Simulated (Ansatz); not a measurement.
Job for Ansatz (a first-principles code): U-CCSD(T)/aug-cc-pVTZ on LiN+, 2S+1 = 4, a spin state set in the input, which need not be the lowest, a point of a bond scan (R = 2.234 Å). Charge +1.

Ansatz 0.2 input:
```yaml
crystal:
  periodic: [false, false, false]
  atoms:
    - {symbol: Li, position_ang: [0.00000000, 0.00000000, 0.00000000]}
    - {symbol: N, position_ang: [0.00000000, 0.00000000, 2.23361600]}
basis:
  gaussian:
    orbitals: aug-cc-pVTZ
    pivot_positions_ang: [[0.00000000, 0.00000000, 0.00000000], [0.00000000, 0.00000000, 2.23361600]]
total_charge: 1
magnetization: {spin_polarized: true, initial_magnetization: 3}
correlation: {method: ccsd_t, electrons: outside_noble_gas}
output: {orbitals: {seedname: ./end}}
```

It printed:

```
WARN ansatz: RAYON_NUM_THREADS=2 ignored (pool sized by the plan → 2); use --threads N
Functional definition: HF
integrals: 0.14 GiB planned
592 factors; integrals over basis functions are off by at most 3.9e-4 eV
mean field: 0.16 GiB planned
mean field evaluation 1: about -1676.5825 eV, gradient 1.5e1 eV
mean field evaluation 2: about -1676.5824 eV, gradient 1.5e1 eV
mean field evaluation 4: about -1677.4537 eV, gradient 5.5e-1 eV
mean field evaluation 8: about -1677.4587 eV, gradient 1.2e-2 eV
mean field evaluation 16: about -1677.4571 eV, gradient 2.6e-1 eV
mean field -1677.45865010 eV, -61.6454683687 hartree, gradient 5.7e-7 eV, S^2 3.757068; 0 other end points of the search recorded, 0 dependent functions left out
2 core orbitals not correlated
reference -1677.45865010 eV, -61.6454683687 hartree; 4, 1 occupied and 86, 89 virtual orbitals, 592 factors
second order -2.64654014 eV of doubles, -0.00000000 eV of singles
coupled cluster: 0.37 GiB planned
cycle   1  -2.97395250 eV  change   -3.3e-1 eV  update   3.1e-2
cycle   2  -3.06803214 eV  change   -9.4e-2 eV  update   1.2e-2
cycle   3  -3.07468980 eV  change   -6.7e-3 eV  update   3.9e-3
cycle   4  -3.07426768 eV  change    4.2e-4 eV  update   1.0e-3
cycle   5  -3.07430926 eV  change   -4.2e-5 eV  update   3.7e-4
cycle   6  -3.07441809 eV  change   -1.1e-4 eV  update   1.1e-4
cycle   7  -3.07443339 eV  change   -1.5e-5 eV  update   3.0e-5
cycle   8  -3.07443188 eV  change    1.5e-6 eV  update   1.0e-5
cycle   9  -3.07443068 eV  change    1.2e-6 eV  update   3.2e-6
perturbative correction -0.06992254 eV, -0.0025696058 hartree
Total energy: -1680.60300331 eV, -61.7610212180 hartree
```

The run converged.

Cost: around 4 core-seconds (rough).
